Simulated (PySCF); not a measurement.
## Radial density of K⁵⁺ (potassium, charge +5)

B97-3, [Ne] 3s2 3p2, high-spin 3P determinant. Computed with PySCF 2.14 in an uncontracted even-tempered set (20 s from 0.13 bohr⁻², ratio 2.5; 13 p from 0.17 bohr⁻², ratio 2.5; 5 d from 1.5 bohr⁻², ratio 2.7; 5 f from 2.3 bohr⁻², ratio 2.7), with the spin-free X2C one-electron Hamiltonian (Gaussian nucleus).

| r (bohr) | 4πr²ρ (e/bohr) | 4πr²(ρα − ρβ) |
| --- | --- | --- |
| 0.00167 | 0.1828 | 0.0000 |
| 0.00280 | 0.4749 | 0.0000 |
| 0.00472 | 1.202 | 0.0000 |
| 0.00793 | 2.909 | 0.0001 |
| 0.0133 | 6.510 | 0.0005 |
| 0.0224 | 12.75 | 0.0027 |
| 0.0378 | 19.94 | 0.0151 |
| 0.0635 | 21.88 | 0.0728 |
| 0.107 | 16.54 | 0.2615 |
| 0.180 | 17.97 | 0.5443 |
| 0.302 | 22.22 | 0.3335 |
| 0.508 | 9.534 | 0.0649 |
| 0.855 | 4.341 | 1.7031 |
| 1.44 | 2.641 | 1.3515 |
| 2.42 | 0.1373 | 0.0826 |
| 4.07 | 2.520e-05 | 0.0000 |

Densities and radii are taken from the X2C orbitals without a picture-change correction, which distorts them close to the nucleus.
